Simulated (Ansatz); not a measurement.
Consider the redistribution: `B[SiH](C)CC` + `[CH3][In]([OH])[Cl]` → `B[SiH2]C` + `CC[O][In]([CH3])[Cl]`.

Computed with Ansatz on PBE0-D4/def2-TZVP structures; ΔE is electronic, products minus reactants. CBS: MP2 limit from def2 TZ/QZ plus the TZ coupled-cluster correction, frozen cores. Functionals use def2-TZVPP. B3LYP here is the variant with VWN-RPA as its local correlation; programs differ in this. def2 core potentials past Kr. For In outer-core shells are correlated without core-valence functions, which leaves a few kJ/mol of doubt a bond. Each species was taken in one conformer, which may not be the lowest.

```json
{"level": "r2SCAN-D4", "ΔE (kJ/mol)": "62.9", "difference from CCSD(T)/CBS": "-3.0"}
{"level": "B2PLYP", "ΔE (kJ/mol)": "61.3", "difference from CCSD(T)/CBS": "-4.6"}
{"level": "PBE0", "ΔE (kJ/mol)": "64.8", "difference from CCSD(T)/CBS": "-1.1"}
{"level": "B3LYP", "ΔE (kJ/mol)": "57.8", "difference from CCSD(T)/CBS": "-8.1"}
{"level": "SCS-MP2/def2-TZVPP", "ΔE (kJ/mol)": "63.7", "difference from CCSD(T)/CBS": "-2.2"}
{"level": "CCSD/def2-TZVPP", "ΔE (kJ/mol)": "62.3", "difference from CCSD(T)/CBS": "-3.6"}
{"level": "CCSD(T)/def2-TZVPP", "ΔE (kJ/mol)": "62.5", "difference from CCSD(T)/CBS": "-3.4"}
{"level": "HF/def2-QZVPP", "ΔE (kJ/mol)": "52.3", "difference from CCSD(T)/CBS": "-13.6"}
{"level": "SCS-MP2/def2-QZVPP", "ΔE (kJ/mol)": "66.0", "difference from CCSD(T)/CBS": "0.1"}
{"level": "HF/CBS(def2)", "ΔE (kJ/mol)": "52.3", "difference from CCSD(T)/CBS": "-13.6"}
{"level": "CCSD(T)/CBS", "ΔE (kJ/mol)": "65.9", "difference from CCSD(T)/CBS": "0"}
```

Largest T1 diagnostic among the species: 0.014.

In def2-TZVPP, CCSD(T) changes the Hartree–Fock value by +10.4 kJ/mol (the triples alone add +0.2 kJ/mol) and MP2 by +17.8 kJ/mol.
